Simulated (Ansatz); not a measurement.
Relaxation of AlH₈NO₃ (13 atoms, charge 0, multiplicity 1), to a largest force component of 0.03 eV/Å in at most 50 steps.

These are results of RKS PBE/6-31G* (Ansatz), not measurements.

```xyz
13
Properties=species:S:1:pos:R:3
Al -0.169 -1.357 0.723
H -1.538 0.954 -0.135
O -0.656 -2.303 -0.629
O -1.161 -1.190 2.116
H 1.221 1.281 -0.562
O 1.478 -0.596 0.686
H -0.942 1.210 -0.400
N 1.066 2.016 -1.259
H -1.538 -2.716 -0.595
H -0.764 -0.772 2.902
H 2.010 -0.918 -0.068
H 0.451 1.627 -1.981
H 0.541 2.764 -0.796
```

Where does it end, and by what steps?

The run converged. The force dipped under the threshold on the way, but the program's further checks kept it going. After 8 steps the energy has fallen by 0.182 eV; H2 moved furthest, 0.55 Å.

```json
{"step": "0", "energy less start (eV)": "0.0000", "largest force component (eV/Å)": "2.057", "accepted": "yes"}
{"step": "1", "energy less start (eV)": "-0.1447", "largest force component (eV/Å)": "0.853", "accepted": "yes"}
{"step": "2", "energy less start (eV)": "-0.1662", "largest force component (eV/Å)": "0.311", "accepted": "yes"}
{"step": "3", "energy less start (eV)": "-0.1764", "largest force component (eV/Å)": "0.229", "accepted": "yes"}
{"step": "4", "energy less start (eV)": "-0.1779", "largest force component (eV/Å)": "0.111", "accepted": "yes"}
{"step": "5", "energy less start (eV)": "-0.1802", "largest force component (eV/Å)": "0.091", "accepted": "yes"}
{"step": "6", "energy less start (eV)": "-0.1816", "largest force component (eV/Å)": "0.020", "accepted": "yes"}
{"step": "7", "energy less start (eV)": "-0.1821", "largest force component (eV/Å)": "0.024", "accepted": "yes"}
{"step": "8", "energy less start (eV)": "-0.1825", "largest force component (eV/Å)": "0.024", "accepted": "yes"}
```

```xyz
13
Properties=species:S:1:pos:R:3
Al -0.131 -1.353 0.643
H -1.637 1.018 0.403
O -0.533 -2.350 -0.700
O -1.226 -1.187 1.962
H 1.219 1.197 -0.621
O 1.406 -0.560 0.679
H -1.164 1.343 -0.090
N 1.146 1.904 -1.367
H -1.387 -2.818 -0.666
H -0.933 -0.645 2.717
H 2.065 -0.829 0.011
H 0.453 1.550 -2.037
H 0.722 2.732 -0.934
```

Run time: 16 s on 2 threads of Arm Neoverse V2, with other jobs on the host, peak memory 0.14 GiB.
